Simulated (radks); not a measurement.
Q: Ca11+, 9 electrons, occupied as [He] 2s2 2p5 (the NIST ground configuration). All-electron calculation, non-relativistic Kohn-Sham, SCAN, spin-unpolarised, spherical densities, point nucleus; meta-GGA in the generalised Kohn-Sham scheme. Program: a radial shooting solver on a logarithmic mesh with Libxc functionals. Some entries of the table are withheld. Estimate them.

orbital,occ.,eigenvalue (Ry),<r> (bohr),r(max) (bohr)
1s,2,-314.2726,0.07727,(1)
2s,2,-51.74968,0.3538,(2)
2p,5,(3),(4),(5)

A: 
(1) 1s r(max) (bohr): 0.05080
(2) 2s r(max) (bohr): 0.2962
(3) 2p eigenvalue (Ry): -46.39569
(4) 2p <r> (bohr): 0.3133
(5) 2p r(max) (bohr): 0.2410
